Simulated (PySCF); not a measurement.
**Radial density of Kr (krypton, neutral)**

UHF, [Ar] 3d10 4s2 4p5 5s1, high-spin 3P determinant (an excited configuration). Calculation: PySCF 2.14, in aug-cc-pVQZ-PP with one added diffuse shell each of s, p, d, f, g type with ECP10MDF (8s7p6d4f3g, 114 functions); scalar relativity through the core potential. This is the valence pseudo-density: the core potential removes the inner electrons and smooths the orbitals near the nucleus.

```json
{"r (bohr)": "0.000578", "4πr²ρ (e/bohr)": "6.425e-05", "4πr²(ρα − ρβ)": "0.0000"}
{"r (bohr)": "0.000973", "4πr²ρ (e/bohr)": "0.0001803", "4πr²(ρα − ρβ)": "0.0000"}
{"r (bohr)": "0.00164", "4πr²ρ (e/bohr)": "0.0004995", "4πr²(ρα − ρβ)": "0.0000"}
{"r (bohr)": "0.00275", "4πr²ρ (e/bohr)": "0.001342", "4πr²(ρα − ρβ)": "0.0000"}
{"r (bohr)": "0.00463", "4πr²ρ (e/bohr)": "0.003431", "4πr²(ρα − ρβ)": "0.0000"}
{"r (bohr)": "0.00778", "4πr²ρ (e/bohr)": "0.008297", "4πr²(ρα − ρβ)": "0.0000"}
{"r (bohr)": "0.0131", "4πr²ρ (e/bohr)": "0.01805", "4πr²(ρα − ρβ)": "0.0001"}
{"r (bohr)": "0.0220", "4πr²ρ (e/bohr)": "0.03398", "4πr²(ρα − ρβ)": "0.0002"}
{"r (bohr)": "0.0370", "4πr²ρ (e/bohr)": "0.05729", "4πr²(ρα − ρβ)": "0.0003"}
{"r (bohr)": "0.0623", "4πr²ρ (e/bohr)": "0.1622", "4πr²(ρα − ρβ)": "0.0004"}
{"r (bohr)": "0.105", "4πr²ρ (e/bohr)": "1.113", "4πr²(ρα − ρβ)": "0.0008"}
{"r (bohr)": "0.176", "4πr²ρ (e/bohr)": "6.762", "4πr²(ρα − ρβ)": "0.0099"}
{"r (bohr)": "0.297", "4πr²ρ (e/bohr)": "25.11", "4πr²(ρα − ρβ)": "0.0950"}
{"r (bohr)": "0.499", "4πr²ρ (e/bohr)": "34.89", "4πr²(ρα − ρβ)": "0.0828"}
{"r (bohr)": "0.839", "4πr²ρ (e/bohr)": "10.86", "4πr²(ρα − ρβ)": "0.1131"}
{"r (bohr)": "1.41", "4πr²ρ (e/bohr)": "5.394", "4πr²(ρα − ρβ)": "0.6993"}
{"r (bohr)": "2.37", "4πr²ρ (e/bohr)": "2.038", "4πr²(ρα − ρβ)": "0.3339"}
{"r (bohr)": "3.99", "4πr²ρ (e/bohr)": "0.3052", "4πr²(ρα − ρβ)": "0.2120"}
{"r (bohr)": "6.72", "4πr²ρ (e/bohr)": "0.1381", "4πr²(ρα − ρβ)": "0.1377"}
{"r (bohr)": "11.3", "4πr²ρ (e/bohr)": "0.01158", "4πr²(ρα − ρβ)": "0.0116"}
```

Energies and moments cover only the electrons outside the core potential. The outer electron is Rydberg-like, and this basis confines it to a smaller radius and binds it less than a complete one would.
